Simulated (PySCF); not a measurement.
What builds the second ionisation energy along the 4p block

All values are computed (PySCF 2.14, energy differences of UHF-based or UKS calculations, no spin-orbit coupling). Each column adds one step, in eV (sums use unrounded values): valence MP2, valence CCSD, valence triples, then the next inner shell at CCSD(T) (Ga 3s 3p 3d, Ge 3s 3p 3d, As 3s 3p 3d, Se 3s 3p 3d, Br 3s 3p 3d, Kr 3s 3p 3d). References (NIST) marked * lie between the lowest fine-structure levels; the others compare directly ((s) semi-empirical, (t) theoretical).

| element | UHF | + MP2 | + CCSD | + (T) | + inner shell | sum | reference |
| --- | --- | --- | --- | --- | --- | --- | --- |
| Ga [Ar] 3d10 4s2 → [Ar] 3d10 4s1 (x2c-TZVPPall, spin-free X2C) | 18.740 | 0.712 | 0.286 | 0.000 | 0.432 | 20.170 | 20.515 |
| Ge [Ar] 3d10 4s2 4p1 → [Ar] 3d10 4s2 (x2c-TZVPPall, spin-free X2C) | 15.199 | 0.238 | 0.075 | 0.020 | 0.099 | 15.632 | 15.789 |
| As [Ar] 3d10 4s2 4p2 → [Ar] 3d10 4s2 4p1 (x2c-TZVPPall, spin-free X2C) | 17.939 | 0.374 | 0.035 | 0.024 | 0.075 | 18.447 | 18.589 * |
| Se [Ar] 3d10 4s2 4p3 → [Ar] 3d10 4s2 4p2 (x2c-TZVPPall, spin-free X2C) | 20.850 | 0.503 | -0.034 | 0.028 | 0.043 | 21.390 | 21.196 ± 0.01 * |
| Kr [Ar] 3d10 4s2 4p5 → [Ar] 3d10 4s2 4p4 (x2c-TZVPPall, spin-free X2C) | 23.252 | 0.823 | 0.005 | 0.029 | 0.028 | 24.138 | 24.360 * |

Question: Estimate the missing row, Br [Ar] 3d10 4s2 4p4 → [Ar] 3d10 4s2 4p3 (x2c-TZVPPall, spin-free X2C).

Answer: The calculation gives UHF 20.252; + MP2 0.687; + CCSD 0.117; + (T) 0.024; + inner shell 0.037; sum 21.118. The reference value is 21.409.

What remains against the references is mostly basis incompleteness and, for starred values, spin-orbit coupling.

These are valence bases, so the inner-shell step is incomplete.
